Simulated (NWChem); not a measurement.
ammonium (NH₄ cation); SMILES [NH4+]

```xyz
5

N      0.0000     0.0000     0.0000
H     -0.5910    -0.5910    -0.5910
H      0.5910     0.5910    -0.5910
H     -0.5910     0.5910     0.5910
H      0.5910    -0.5910     0.5910
```
Atoms are numbered in this order, from 1.

Computed with NWChem. The geometry was optimised at PBE0-D3(BJ)/def2-TZVP. GIAO values for the isolated, static molecule; σ is the absolute isotropic shielding.

For level Hartree-Fock/def2-SVP:

| Quantity | Value |
|---|---|
| σ N1 (ppm) | 250.3 |

Problem. What are these values for level Hartree-Fock/def2-TZVP?

Solution. The σ N1 (ppm) is 239.7.
